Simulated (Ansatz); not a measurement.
C₇H₉Al, SMILES `[CH3][AlH][c]1ccccc1` from Hartree–Fock to CCSD(T)

Z-matrix (Å, degrees):
```
C
Al 1 1.952
H 1 1.092 2 112.8
H 1 1.096 2 111.0 3 -120.9
H 1 1.095 2 111.1 3 121.0
C 2 1.946 1 120.0 3 -179.1
H 2 1.593 1 122.6 3 0.9
C 6 1.400 2 121.0 1 -179.9
C 6 1.401 2 121.7 1 0.1
C 8 1.387 6 121.6 2 180.0
H 8 1.087 6 119.6 2 -0.0
C 9 1.387 6 121.6 2 -180.0
H 9 1.087 6 119.8 2 0.0
C 10 1.387 8 119.8 6 0.0
H 10 1.085 8 120.2 6 -180.0
H 12 1.085 9 120.2 6 -180.0
H 14 1.084 10 120.0 8 180.0
```

Charge 0, multiplicity 1. All single points use the PBE0-D4/def2-TZVP geometry. It is one conformer, not always the lowest. Frozen core, restricted reference, Ansatz 0.2.0. CBS rows extrapolate triple and quadruple zeta; past MP2 they add the triple-zeta difference.

```csv
basis,HF (Eh),MP2 corr.,CCSD corr.,(T),CCSD(T) total
def2-SVP,-511.96710,?,-1.04570,-0.04330,?
def2-TZVPP,?,-1.19929,-1.24366,-0.06316,?
def2-QZVPP,?,?,–,–,–
CBS(def2),-512.36532,-1.33217,-1.37654,as TZ,-513.80502
```

(1) Fill in the withheld values. (Best estimate.)

## Answers

(1) Ansatz gave: def2-SVP MP2 corr.: -0.98373; def2-SVP CCSD(T) total: -513.05610; def2-TZVPP HF (Eh): -512.34429; def2-TZVPP CCSD(T) total: -513.65111; def2-QZVPP HF (Eh): -512.36278; def2-QZVPP MP2 corr.: -1.27562.
